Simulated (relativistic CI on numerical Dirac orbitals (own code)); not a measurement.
**Ir23+: q coefficients and field-shift factors**

Computed by Dirac-Coulomb-Breit CI, orbitals from a KLI potential per configuration, derivatives by finite differences, unscaled Slater integrals, QED left out (own radial code, finite nucleus).

CI space (outside the closed core [Ar] 3d10 4p6 4d10): 4s2 4f8, 4s 4f9, 4f10. Levels of other configurations are missing.

With x = (α/α₀)² − 1 an excitation energy changes as ω = ω₀ + qx; K = 2q/ω₀ is the relative enhancement. Terms are leading LS components, so labels can repeat. The field-shift factor is F = δν/δ⟨r²⟩ for the transition from the lowest level.

Lowest level 4s2 4f8 7F_6.

| Level | ω₀ (cm⁻¹) | q (cm⁻¹) | F (GHz/fm²) |
| --- | --- | --- | --- |
| 4s2 4f8 7F_5 | 12833.0 | 15830 | 0.812 |
| 4s2 4f8 7F_4 | 14442.8 | 4472 | 0.339 |
| 4s2 4f8 7F_3 | 21642.5 | 18920 | 1.03 |
| 4s2 4f8 7F_2 | 24246.6 | 17520 | 0.997 |
| 4s2 4f8 7F_1 | 27606.3 | 24560 | 1.33 |
| 4s2 4f8 7F_0 | 28619.2 | 24600 | 1.34 |
| 4s2 4f8 5D_4 | 47681.6 | 13320 | 1.08 |
| 4s2 4f8 3H_6 | 52766.2 | -13770 | -0.00572 |
| 4s2 4f8 5L_10 | 59470.4 | 3159 | 0.844 |
| 4s2 4f8 5G_4 | 64368.6 | -2042 | 0.618 |
| 4s2 4f8 5L_7 | 65987.8 | -310.5 | 0.734 |
| 4s2 4f8 5G_5 | 66691.7 | 8090 | 1.08 |
| 4s2 4f8 5L_9 | 68677.3 | 12750 | 1.34 |

At this charge energies of transitions that change n are usually good to better than 1 %, and those within a shell (Δn = 0) to a few per cent. Terms inside the open d or f shell come out 10 to 20 % too wide with unscaled integrals.

**Question.** Which transition from the lowest level has the largest |K|?

**Answer.** 4s2 4f8 7F_5 at 12833.0 cm⁻¹, K = 2.47.
